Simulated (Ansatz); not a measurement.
Cost and result for the atomization energy of C3H10OSi, SMILES `CCO[SiH2]C` (15 atoms, 14 bonds).

```xyz
15

C    -1.157    0.616   -2.207
C    -0.253    1.005   -1.063
O    -0.149   -0.077   -0.160
Si    0.777   -0.015    1.200
C     0.608   -1.648    2.065
H    -1.251    1.441   -2.916
H    -0.754   -0.251   -2.734
H    -2.152    0.361   -1.837
H    -0.654    1.887   -0.546
H     0.742    1.274   -1.442
H     2.198    0.257    0.832
H     0.322    1.108    2.072
H     0.947   -2.463    1.422
H    -0.433   -1.835    2.337
H     1.209   -1.660    2.978
```

Total charge 0; spin multiplicity 1. Geometry: relaxed with PBE0-D4/def2-TZVP. It is one conformer, not always the lowest. Program: Ansatz. All runs use 4 threads of an AMD EPYC 7B13 on a shared host. Times are those of one run each, without the atoms' runs, and a repeat can differ threefold. Electronic energies, without spin–orbit coupling; frozen cores. CCSD(T)/CBS adds CCSD(T) − MP2 in def2-TZVPP to the MP2 limit, and its time is that of the two runs behind it. T1 = 0.010. HSE06 is the plane-wave form, built on full-range PBE exchange.

CCSD(T)/CBS is a level of theory with its own doubt, some kJ/mol a heavy atom from the limit and from the frozen cores, so smaller differences don't rank the functionals.

| level | functions | wall time | atomization (kcal/mol) | difference from CCSD(T)/CBS | per bond |
| --- | --- | --- | --- | --- | --- |
| BHLYP-D4/def2-TZVPP | 306 | 3.4 s | 1320.1 | -28.9 | -2.1 |
| HSE06-D4/def2-TZVPP | 306 | 3.5 s | 1346.7 | -2.3 | -0.2 |
| CAM-B3LYP-D4/def2-TZVPP | 306 | 3.8 s | 1355.0 | 6.0 | 0.4 |
| r2SCAN-D4/def2-TZVPP (with forces) | 306 | 4.6 s | 1349.0 | 0.0 | 0.0 |
| r2SCANh-D4/def2-TZVPP | 306 | 5 s | 1343.6 | -5.4 | -0.4 |
| B2PLYP/def2-TZVPP | 306 | 6 s | 1334.6 | -14.4 | -1.0 |
| PBE-QIDH/def2-TZVPP | 306 | 6 s | 1339.5 | -9.5 | -0.7 |
| ωB97X-V/def2-TZVPP | 306 | 7.5 s | 1351.0 | 2.0 | 0.1 |
| CCSD(T)/def2-SVP | 124 | 7.5 s | 1281.8 | -67.2 | -4.8 |
| ωB97M-V/def2-TZVPP (with forces) | 306 | 11 s | 1350.9 | 1.9 | 0.1 |
| MP2/def2-QZVPP | 598 | 27 s | 1346.8 | -2.2 | -0.2 |
| CCSD(T)/def2-TZVPP | 306 | 9.2 min | 1318.4 | -30.6 | -2.2 |
| CCSD(T)/CBS(def2) | – | 9.6 min | 1349.0 | 0.0 | 0.0 |

The D4 term adds +9.9 kcal/mol with B3LYP and +5.3 kcal/mol with PBE0; it sums over pairs of atoms, weighted by their polarisabilities, and B3LYP, whose exchange is more repulsive, gets the larger term. Leaving LDA and LC-ωPBE aside and taking each functional with its dispersion term where it has one, the values, not all of them listed here, spread over 40.0 kcal/mol, from BHLYP-D4 to PBE-D4. LDA lies +163.8 kcal/mol from PBE without D4, its usual overbinding. At CCSD(T), def2-SVP lies −67.2 kcal/mol from the extrapolated value and def2-TZVPP −30.6 kcal/mol: correlation converges slowly with the basis, and small sets miss more of it in the bonded molecule than in its fragments.

B3LYP here is the variant with VWN-RPA as its local correlation; programs differ in this.
